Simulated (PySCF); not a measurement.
Predicted microwave data (PBE0/pcSseg-1 in PySCF (dipole) on a GFN2-xTB geometry, gas phase) for one isomer of C7H11OPSi:

- Rotational constants: A = 2203, B = 308.9, C = 282.3 MHz
- Dipole components: |μa| = 2.09 D, |μb| = 0.06 D, |μc| = 0.98 D
- Inertial defect: -75.60 u·Å²
- κ: -0.97

Question: Which structure is it? (One computed conformer of each.)
A. `[CH:1]#[C:2][C:3]#[C:4][CH2:5][CH2:6][Si@@H:7]([PH2:8])[O:9][CH3:10]` with C4–C5–C6–Si7 180°, C5–C6–Si7–P8 56°, C6–Si7–P8–H -75° and -168°, C6–Si7–O9–C10 -164°
B. `[CH2:1]=[CH:2][P@:3]1(=[O:4])[CH:5]=[CH:6][C@H:7]([SiH3:8])[CH:9]=[CH:10]1` with C1–C2–P3–O4 0°, C2–P3–C5–C6 -98°, C5–C6–C7–Si8 98°, C6–C7–C9–C10 25°, C2–P3–C10–C9 98°
C. `[CH:1]#[C:2][C:3]#[C:4][CH2:5][Si@@H:6]([PH2:7])[CH2:8][O:9][CH3:10]` with C4–C5–Si6–P7 -149°, C5–Si6–P7–H -172° and -79°, C5–Si6–C8–O9 -113°, Si6–C8–O9–C10 177°
D. `[CH2:1]=[CH:2][C:3]1=[CH:4][C:5]([CH3:6])=[C:7]([SiH3:8])[P@@H:9]1=[O:10]` with C1–C2–C3–C4 -173°

Answer: A. It is C#CC#CCC[Si@@H](P)OC, a near-prolate asymmetric top, point group C1. The candidates at the same level (rigid rotor, commonest isotopes):

```csv
SMILES,A (MHz),B (MHz),C (MHz),μa (D),μb (D),μc (D),Δ (u·Å²),point group,rotor
C#CC#CCC[Si@@H](P)OC,2203,308.9,282.3,2.09,0.06,0.98,-75.60,C1,near-prolate asymmetric top
C#CC#CC[Si@@H](P)COC,1486,446.1,361.4,0.41,0.95,0.83,-74.73,C1,asymmetric top
C=C[P@]1(=O)C=C[C@H]([SiH3])C=C1,1712,700.0,629.8,4.53,2.03,0.00,-214.81,Cs,asymmetric top
C=CC1=CC(C)=C([SiH3])[P@@H]1=O,1617,746.2,532.1,0.16,4.11,1.89,-40.05,C1,asymmetric top
```

`C#CC#CC[Si@@H](P)COC` has B 44 % too high; `C=C[P@]1(=O)C=C[C@H]([SiH3])C=C1` has B 127 % too high; `C=CC1=CC(C)=C([SiH3])[P@@H]1=O` has B 142 % too high. No structure here is proved a minimum.
